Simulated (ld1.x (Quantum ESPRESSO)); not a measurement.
**Ranking TM potentials for samarium**

All share these settings but for the change named:

* Element: samarium
* Generator: ld1.x (Quantum ESPRESSO) 7.5
* Type: norm-conserving Troullier–Martins (Kleinman–Bylander form)
* Functional: PBE
* Relativity: scalar-relativistic
* Frozen core: [Kr] 4d10 4f6
* Valence charge: 10
* Reference configuration: 5s2 5p6 5d0 6s0 6p0 (charge +2)
* Partial waves: 5p (bound): rc 2.45 bohr; 5d (bound, empty): rc 2.60 bohr; 5s (bound): rc 2.25 bohr
* Local potential: the s channel
* Core correction: a·sin(br)/r model core, default radius (core density twice the valence density)

Test errors are all-electron minus pseudo excitation energies from the reference, over 5s2 5p6 5d0 6s2 6p0; 5s2 5p6 5d0 6s1 6p0; 5s2 5p6 5d0 6s1.5 6p0; 5s2 5p6 5d1 6s0 6p0; 5s2 5p6 5d1 6s1 6p0; 5s2 5p6 5d0 6s0 6p2; 5s2 5p6 5d0 6s0 6p1. None of these files shows a bound ghost.

The base gives 1490.1 meV.

Of 10 variants that were run, those that failed, showed a ghost or another fault, or gave nearly equal values are left out.

A variant can come out equal or close to the base, since the largest error may sit in a test that the change hardly touches while other tests move.

(1) Rank these variants by their largest absolute test error, smallest first.
A. all radii but the core radius scaled by about 1.06 (s 2.40, p 2.60, d 2.76 bohr)
B. core correction a·sin(br)/r model core inside 2.30 bohr
C. local potential the d channel

Results:

(1) C (676.9 meV), B (1508.2 meV), A (1953.2 meV).
